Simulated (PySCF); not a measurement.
Zinc: a sound run and one with changed settings

Sound run: Zn [Ar] 3d10 4s2, Zn⁺ [Ar] 3d10 4s1. Computed with PySCF 2.14 in x2c-TZVPall (6s5p4d1f, 48 functions), with scalar relativity by spin-free X2C-1e. In the sound run the correlated levels freeze [Ar]. The sound run starts from symmetry-adapted Hartree-Fock orbitals and uses a fine grid where one is needed.

Changed run: initial guess sap, at most 50 SCF cycles, level shift 2.0 hartree.

| species | method | sound run (hartree) | changed run (hartree) | converged |
| --- | --- | --- | --- | --- |
| Zn | UHF | -1794.25420 | -1794.25420 | yes |
| Zn | B3LYP | -1795.96242 | -1795.96242 | yes |
| Zn | PBE | -1795.65779 | -1795.65779 | yes |
| Zn | MP2 | -1794.66631 | -1794.51904 | yes |
| Zn | CCSD(T) | -1794.64624 | -1794.64624 | yes |
| Zn⁺ | UHF | -1793.96788 | -1793.96788 | yes |
| Zn⁺ | B3LYP | -1795.60853 | -1795.60853 | yes |
| Zn⁺ | PBE | -1795.30424 | -1795.30424 | yes |
| Zn⁺ | MP2 | -1794.33779 | -1794.21844 | yes |
| Zn⁺ | CCSD(T) | -1794.30949 | -1794.30949 | yes |

Ionisation energy of Zn:

```
 method  sound run (eV)  changed run (eV)
    UHF           7.791             7.791
  B3LYP           9.630             9.630
    PBE           9.621             9.621
    MP2           8.939             8.180
SCS-MP2           8.971             8.158
   CCSD           9.065             9.065
CCSD(T)           9.163             9.163
```

A level shift leaves the converged SCF energy unchanged but raises the virtual orbital energies, which shrinks MP2 if it is not removed.

For comparison, NIST gives 9.394 eV between the lowest levels.
